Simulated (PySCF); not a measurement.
A PySCF script (with the pyscf-properties extension) for the NMR shieldings of `O1[Si@H](F)O[C@@H](CC=C)[SiH2]1`, C₄H₉FO₂Si₂, on a GFN2-xTB geometry:

```python
import basis_set_exchange as bse
import numpy as np
from pyscf import gto, dft
from pyscf.prop import nmr

atoms = """
C     2.849198   -0.490147   -0.845156
C     2.088293    0.266665   -0.076990
C     0.815149   -0.179794    0.561960
C    -0.367506    0.678596    0.097465
O    -1.526467    0.324912    0.856860
Si   -2.724246   -0.436721    0.096672
F    -4.082952    0.370510    0.316009
O    -2.280658   -0.305167   -1.470921
Si   -0.847525    0.419000   -1.757905
H     3.763873   -0.125005   -1.279675
H     2.593606   -1.514050   -1.061851
H     2.370840    1.290882    0.129323
H     0.612281   -1.226748    0.327038
H     0.898935   -0.086457    1.649444
H    -0.157516    1.725015    0.345920
H    -2.914636   -1.820978    0.435374
H    -1.089896    1.680568   -2.441826
H    -0.009534   -0.564761   -2.422918
"""
names = dict.fromkeys(["C", "O", "Si", "F", "H"], "pcSseg-1")
basis = {el: gto.basis.parse(bse.get_basis(n, elements=[el], fmt="nwchem")) for el, n in names.items()}
mol = gto.M(atom=atoms, basis=basis, charge=0, verbose=0)
mf = dft.RKS(mol, xc="PBE0")
mf.grids.level = 2
mf.grids.alignment = dft.numint.BLKSIZE   # the property module wants whole blocks of grid points
mf.conv_tol = 1e-9
mf.kernel()

calc = nmr.RKS(mf)   # GIAO
C = mf.mo_coeff
Co = C[:, mf.mo_occ > 0]
resp = mf.gen_response(singlet=True, hermi=2)
def vind(x):   # induced exchange potential for any number of trial vectors
    d = np.einsum("pi,xij,qj->xpq", C, 2 * x.reshape(-1, C.shape[1], Co.shape[1]), Co, optimize=True)
    return np.einsum("xpq,pi,qj->xij", resp(d - d.transpose(0, 2, 1)), C, Co, optimize=True).ravel()
mo1, _ = nmr.rhf.solve_mo1(calc, with_cphf=vind)
sigma = calc.kernel(mo1)
for i, s in enumerate(sigma):   # ppm
    w = np.linalg.eigvalsh((s + s.T) / 2)
    print("%2d %-2s iso %8.1f  s11 %8.1f  s22 %8.1f  s33 %8.1f" % (i, mol.atom_pure_symbol(i), w.mean(), *w))
```

Problem. What does it print?

Solution. 
```
 0 C  iso     59.4  s11    -55.2  s22     75.6  s33    157.8
 1 C  iso     46.5  s11    -74.7  s22     53.3  s33    160.9
 2 C  iso    139.9  s11    118.0  s22    138.8  s33    162.8
 3 C  iso    118.2  s11     83.5  s22     98.9  s33    172.2
 4 O  iso    258.0  s11    208.2  s22    273.4  s33    292.5
 5 Si iso    392.6  s11    365.8  s22    396.3  s33    415.8
 6 F  iso    309.9  s11    256.2  s22    276.2  s33    397.3
 7 O  iso    269.5  s11    206.0  s22    277.4  s33    325.1
 8 Si iso    366.0  s11    341.8  s22    354.1  s33    402.0
 9 H  iso     26.3  s11     23.2  s22     25.5  s33     30.2
10 H  iso     26.2  s11     22.3  s22     25.8  s33     30.4
11 H  iso     25.9  s11     23.3  s22     25.5  s33     28.9
12 H  iso     29.6  s11     26.8  s22     29.5  s33     32.6
13 H  iso     28.5  s11     24.8  s22     27.9  s33     32.8
14 H  iso     27.5  s11     23.2  s22     27.2  s33     32.2
15 H  iso     27.2  s11     23.2  s22     24.3  s33     34.2
16 H  iso     26.7  s11     22.8  s22     24.5  s33     32.7
17 H  iso     26.9  s11     23.0  s22     25.9  s33     31.7
```

These numbers come from an equivalent density-fitted implementation of the same equations, which agrees with the script to about 0.01 ppm for H and up to a few tenths of a ppm for heavy atoms, so last digits may differ.

Size and cost of the density-fitted run: 212 basis functions, 98 s wall time on 1 thread of an Arm Neoverse N1, shared host; peak memory 0.88 GiB.
